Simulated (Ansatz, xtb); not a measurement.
# Ranking isomers of BClFH2N2

3 gas-phase structures of BClFH2N2, found in a search over its isomers (lower ones may exist). Each was relaxed with GFN2-xTB; where two conformers were screened, the lower at r2SCAN-D4/def2-SVP is listed:

A. `N[N]B(F)Cl`, a doublet
B. `[NH]NB(F)Cl`, a doublet
C. `[N]=[NH+][B@H-](F)Cl`, a doublet

Which do you expect lowest at r2SCAN-D4/def2-SVP, and how would the others follow?

Calculated order at r2SCAN-D4/def2-SVP: B (0.0), A (4.7), C (37.5) kcal/mol.

Energies above the lowest of each column, in kcal/mol; the last columns are at PBE0-D3(BJ)/def2-SVP geometries and were run for some of them only (a dash: not run or not comparable):

```csv
structure,GFN2-xTB,HF/STO-3G,r2SCAN-D4/def2-SVP,PBE0-D3(BJ)/def2-SVP,CCSD(T)/def2-SVP + ΔMP2/def2-TZVPP
B,0.0,0.0,0.0,0.0,0.0
A,0.7,19.9,4.7,2.3,4.7
C,37.3,42.8,37.5,–,–
```

Every level run on B puts it lowest or level with the lowest. Some further structures that were screened fall inside this span and aren't listed. Flexible structures stand in one conformer each, not always the lowest. Frequencies (PBE0-D3(BJ)/def2-SVP) were run for A, B alone. Open shells are spin-unrestricted, some with notable spin contamination. ΔMP2 is the change of the MP2 energy from the smaller to the larger basis.

Programs: Ansatz 0.2.0, xtb 6.7.1.
